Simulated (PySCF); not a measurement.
germylsilane (H6GeSi), singlet, geometry from GFN2-xTB; TPSS/STO-3G (PySCF).

Input for PySCF:
```python
from pyscf import gto, scf, dft

mol = gto.M(
    atom='''
Si   -1.567041    0.166939    0.037590
Ge    0.749571   -0.079853   -0.017980
H    -2.146440   -0.688106    1.073906
H    -1.925321    1.555707    0.326932
H    -2.150726   -0.204709   -1.251576
H     1.245743   -1.412990   -0.497010
H     1.480930    0.886275   -0.903769
H     1.448124    0.081968    1.300636
''',
    basis='sto-3g',
    charge=0,
    spin=0,
    verbose=4,
)

mf = dft.RKS(mol)
mf.xc = 'tpss'
mf.DIIS = scf.EDIIS
mf.kernel()
```

It wrote (shortened):

```
PySCF version 2.14.0

[INPUT] verbose = 4
[INPUT] num. atoms = 8
[INPUT] num. electrons = 52
[INPUT] charge = 0
[INPUT] spin (= nelec alpha-beta = 2S) = 0
[INPUT] symmetry False subgroup None
[INPUT] Mole.unit = angstrom
[INPUT] Symbol           X                Y                Z      unit          X                Y                Z       unit  Magmom
[...]
nuclear repulsion = 176.220531813392
number of shells = 19
number of NR pGTOs = 99
number of NR cGTOs = 33
basis = sto-3g
ecp = {}

******** <class 'pyscf.dft.rks.RKS'> ********
method = RKS
initial guess = minao
damping factor = 0
level_shift factor = 0
DIIS = <class 'pyscf.scf.diis.EDIIS'>
diis_start_cycle = 1
diis_space = 8
diis_damp = 0
SCF conv_tol = 1e-09
SCF conv_tol_grad = None
SCF max_cycles = 50
direct_scf = True
direct_scf_tol = 1e-13
XC library pyscf.dft.libxc version 7.1.2
    S. Lehtola, C. Steigemann, M. J. T. Oliveira, and M. A. L. Marques,  SoftwareX 7, 1–5 (2018)
XC functionals = tpss
    J. Tao, J. P. Perdew, V. N. Staroverov, and G. E. Scuseria,  Phys. Rev. Lett. 91, 146401 (2003)
    J. P. Perdew, J. Tao, V. N. Staroverov, and G. E. Scuseria,  J. Chem. Phys. 120, 6898 (2004)
    J. Tao, J. P. Perdew, V. N. Staroverov, and G. E. Scuseria,  Phys. Rev. Lett. 91, 146401 (2003)
    J. P. Perdew, J. Tao, V. N. Staroverov, and G. E. Scuseria,  J. Chem. Phys. 120, 6898 (2004)
radial grids:
    Treutler-Ahlrichs [JCP 102, 346 (1995); DOI:10.1063/1.469408] (M4) radial grids

becke partition: Becke, JCP 88, 2547 (1988); DOI:10.1063/1.454033
pruning grids: <function nwchem_prune>
grids dens level: 3
symmetrized grids: False
atomic radii adjust function: <function treutler_atomic_radii_adjust>
small_rho_cutoff = 0
Set gradient conv threshold to 3.16228e-05
Initial guess from minao.
tot grids = 98672
init E= -2340.19161053079
[...]
cycle= 1 E= -2342.72597238223  delta_E= -2.53  |g|= 0.439  |ddm|= 2.87
[...]
cycle= 2 E= -2340.86846206798  delta_E= 1.86  |g|= 3.46  |ddm|= 4.22
[...]
cycle= 3 E= -2342.70546324903  delta_E= -1.84  |g|= 0.491  |ddm|= 4.34
[...]
cycle= 4 E= -2342.70778551812  delta_E= -0.00232  |g|= 0.485  |ddm|= 0.0238
[...]
cycle= 5 E= -2342.70778551839  delta_E= -2.71e-10  |g|= 0.485  |ddm|= 1.47e-09
[...]
cycle= 6 E= -2342.70778551889  delta_E= -4.97e-10  |g|= 0.485  |ddm|= 2.59e-09
[...]
cycle= 7 E= -2342.70778551925  delta_E= -3.61e-10  |g|= 0.485  |ddm|= 1.97e-09
[...]
cycle= 8 E= -2342.70778551702  delta_E= 2.23e-09  |g|= 0.485  |ddm|= 1.19e-08
[...]
[...]
[...]
cycle= 23 E= -2341.59730523132  delta_E= 1.41e-11  |g|= 1.35  |ddm|= 1.18e-10
[...]
cycle= 24 E= -2341.59730523693  delta_E= -5.61e-09  |g|= 1.35  |ddm|= 7.35e-08
[...]
cycle= 25 E= -2341.59730523123  delta_E= 5.7e-09  |g|= 1.35  |ddm|= 7.46e-08
[...]
cycle= 26 E= -2341.59730523133  delta_E= -9.78e-11  |g|= 1.35  |ddm|= 1.14e-09
[...]
cycle= 27 E= -2341.59730523134  delta_E= -1.46e-11  |g|= 1.35  |ddm|= 2.35e-10
[...]
cycle= 28 E= -2341.59730523128  delta_E= 5.82e-11  |g|= 1.35  |ddm|= 7.04e-10

WARN: HOMO 0.761467262367175 == LUMO 0.761514798213507

cycle= 29 E= -2284.19516146547  delta_E= 57.4  |g|= 6.69  |ddm|= 12.8
[...]
cycle= 30 E= -2330.21290818866  delta_E=  -46  |g|= 1.46  |ddm|= 14.6
[...]
cycle= 31 E= -2341.14298402685  delta_E= -10.9  |g|= 1.43  |ddm|= 9.09
[...]
cycle= 32 E= -2341.14298402649  delta_E= 3.54e-10  |g|= 1.43  |ddm|= 1.36e-09
[...]
cycle= 33 E= -2341.14298402681  delta_E= -3.21e-10  |g|= 1.43  |ddm|= 1.23e-09
[...]
cycle= 34 E= -2341.14298402673  delta_E= 7.96e-11  |g|= 1.43  |ddm|= 2.84e-10
[...]
cycle= 35 E= -2341.14298402686  delta_E= -1.25e-10  |g|= 1.43  |ddm|= 4.63e-10
[...]
cycle= 36 E= -2341.14298403069  delta_E= -3.83e-09  |g|= 1.43  |ddm|= 1.49e-08
[...]
cycle= 37 E= -2341.14298402724  delta_E= 3.45e-09  |g|= 1.43  |ddm|= 1.34e-08

WARN: HOMO 0.817829882555527 == LUMO 0.818307646443556

cycle= 38 E= -2283.63358846103  delta_E= 57.5  |g|= 6.28  |ddm|= 12.8
[...]
cycle= 39 E= -2330.2435729436  delta_E= -46.6  |g|= 1.47  |ddm|= 14.6
[...]
cycle= 40 E= -2341.13130564261  delta_E= -10.9  |g|= 1.43  |ddm|= 9.06
[...]
cycle= 41 E= -2341.13130564095  delta_E= 1.66e-09  |g|= 1.43  |ddm|= 6.37e-09
[...]
cycle= 42 E= -2341.13130564053  delta_E= 4.28e-10  |g|= 1.43  |ddm|= 1.68e-09
[...]
cycle= 43 E= -2341.13130564193  delta_E= -1.4e-09  |g|= 1.43  |ddm|= 5.44e-09
[...]
cycle= 44 E= -2341.13130564195  delta_E= -2.32e-11  |g|= 1.43  |ddm|= 6.67e-11
[...]
cycle= 45 E= -2341.13130566195  delta_E= -2e-08  |g|= 1.43  |ddm|= 7.7e-08
[...]
cycle= 46 E= -2341.13130564313  delta_E= 1.88e-08  |g|= 1.43  |ddm|= 7.25e-08

WARN: HOMO 0.818387773772118 == LUMO 0.818818910181802

cycle= 47 E= -2283.63043183022  delta_E= 57.5  |g|= 6.28  |ddm|= 12.8
[...]
cycle= 48 E= -2330.24399894855  delta_E= -46.6  |g|= 1.47  |ddm|= 14.6
[...]
cycle= 49 E= -2341.13132283422  delta_E= -10.9  |g|= 1.43  |ddm|= 9.06
[...]
cycle= 50 E= -2341.13132283423  delta_E= -1e-11  |g|= 1.43  |ddm|= 4.84e-11
SCF not converged.
SCF energy = -2341.13132283423
```

Convergence was not reached.
